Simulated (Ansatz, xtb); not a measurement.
Energy difference R1 + R2 → P1 + P2, each structure at its B3LYP-D3(BJ)/def2-TZVP stationary point, reached from a drawn start (curvature not checked).
R1: Cl2H2Si (SMILES Cl[SiH2]Cl), charge 0, multiplicity 1.
R2, NH3 (SMILES N) (charge 0, multiplicity 1):
```xyz
4

N      0.0000     0.0000     0.2791
H      0.0000     0.9428    -0.0931
H      0.8165    -0.4714    -0.0931
H     -0.8165    -0.4714    -0.0931
```
P1, ClH4NSi (SMILES N[SiH2]Cl) (charge 0, multiplicity 1):
```xyz
7

N     -1.093    -0.092     0.004
Si     0.570     0.274     0.065
Cl     1.842    -1.299    -0.441
H     -1.519    -0.670     0.713
H     -1.564    -0.196    -0.881
H      0.848     1.343    -0.909
H      0.916     0.639     1.449
```
P2: HCl (SMILES Cl), charge 0, multiplicity 1.

P less R. No zero-point or thermal terms.

Frozen-core correlation throughout. CBS: X⁻³ extrapolation of the correlation energy, Hartree–Fock from the larger set.

Programs: Ansatz (a first-principles code) with Gaussian orbitals; xtb for the GFN methods. Each number belongs to the level named beside it.

**Question.** What is the computed reaction energy (wB97M-V/def2-TZVPP)?

**Answer.** 34 kJ/mol

**Question.** Estimate the reaction energy that CCSD(T)/CBS(cc-pV(T+d)Z, cc-pV(Q+d)Z) returns for this input.

**Answer.** 33 kJ/mol

**Question.** Predict the reaction energy from GFN2-xTB.

**Answer.** 33 kJ/mol
